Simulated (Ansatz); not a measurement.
Relaxation of FH3OSSi (7 atoms, charge 0, multiplicity 1), to a largest force component of 0.015 eV/Å in at most 40 steps.

Computed with Ansatz, RKS PBE/def2-SVP.

```xyz
7
Properties=species:S:1:pos:R:3
F -1.059 -1.644 -0.843
Si -0.039 -0.416 -0.898
O -0.191 0.101 0.636
S 0.548 1.342 1.462
H 1.289 -0.940 -1.157
H -0.554 0.559 -1.840
H 0.007 0.998 2.640
```

Question: Where does it end, and by what steps?

Answer: The forces met the threshold. After 12 steps the energy has fallen by 0.323 eV; H7 moved furthest, 1.10 Å.

```json
{"step": "0", "energy less start (eV)": "0.0000", "largest force component (eV/Å)": "1.125", "accepted": "yes"}
{"step": "1", "energy less start (eV)": "-0.1366", "largest force component (eV/Å)": "0.552", "accepted": "yes"}
{"step": "2", "energy less start (eV)": "-0.1726", "largest force component (eV/Å)": "0.198", "accepted": "yes"}
{"step": "3", "energy less start (eV)": "-0.2025", "largest force component (eV/Å)": "0.276", "accepted": "yes"}
{"step": "4", "energy less start (eV)": "-0.2185", "largest force component (eV/Å)": "0.596", "accepted": "yes"}
{"step": "5", "energy less start (eV)": "-0.2400", "largest force component (eV/Å)": "0.743", "accepted": "yes"}
{"step": "6", "energy less start (eV)": "-0.2839", "largest force component (eV/Å)": "0.146", "accepted": "yes"}
{"step": "7", "energy less start (eV)": "-0.2973", "largest force component (eV/Å)": "0.104", "accepted": "yes"}
{"step": "8", "energy less start (eV)": "-0.3144", "largest force component (eV/Å)": "0.108", "accepted": "yes"}
{"step": "9", "energy less start (eV)": "-0.3014", "largest force component (eV/Å)": "0.666", "accepted": "no"}
{"step": "10", "energy less start (eV)": "-0.3216", "largest force component (eV/Å)": "0.033", "accepted": "yes"}
{"step": "11", "energy less start (eV)": "-0.3227", "largest force component (eV/Å)": "0.022", "accepted": "yes"}
{"step": "12", "energy less start (eV)": "-0.3227", "largest force component (eV/Å)": "0.004", "accepted": "yes"}
```

```xyz
7
Properties=species:S:1:pos:R:3
F -1.055 -1.686 -1.182
Si -0.136 -0.422 -0.720
O -0.825 0.107 0.742
S 0.038 1.471 1.314
H 1.261 -0.912 -0.486
H -0.224 0.640 -1.771
H 0.941 0.802 2.103
```

Whether the end is a true minimum wasn't checked by a vibrational analysis.

Run time: 28 s on 1 CPU thread of a shared host.
